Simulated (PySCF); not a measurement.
A species of formula CH6B2FN has this rotational fingerprint, computed with PySCF, PBE0-D3(BJ)/def2-SVP geometry optimisation, gas phase:

```
Rotational constants : A = 12012, B = 2841, C = 2448 MHz
Dipole components    : |μa| = 1.25 D, |μb| = 1.12 D, |μc| = 0.94 D
Inertial defect      : -13.49 u·Å²
κ                    : -0.92
```

Question: Which structure is it? (One computed conformer of each.)
A. `[BH2:1][NH:2][CH2:3][BH:4][F:5]` with B1–N2–C3–B4 130°, N2–C3–B4–F5 5°
B. `[NH2:1][BH:2][CH2:3][BH:4][F:5]` with N1–B2–C3–B4 82°, B2–C3–B4–F5 -93°
C. `[BH2:1][NH:2][B:3]([CH3:4])[F:5]` with B1–N2–B3–C4 0°

Answer: A. It is BNCBF, a near-prolate asymmetric top, point group C1. The candidates at the same level (rigid rotor, commonest isotopes):

| SMILES | A (MHz) | B (MHz) | C (MHz) | μa (D) | μb (D) | μc (D) | Δ (u·Å²) | point group | rotor |
| --- | --- | --- | --- | --- | --- | --- | --- | --- | --- |
| BNCBF | 12012 | 2841 | 2448 | 1.25 | 1.12 | 0.94 | -13.49 | C1 | near-prolate asymmetric top |
| NBCBF | 8779 | 3136 | 2565 | 1.58 | 0.88 | 0.76 | -21.74 | C1 | asymmetric top |
| BNB(C)F | 7829 | 3863 | 2629 | 0.03 | 0.11 | 0.01 | -3.12 | near Cs | asymmetric top |

`BNB(C)F` has B 36 % too high; `NBCBF` has A 27 % too low. No structure here is proved a minimum.
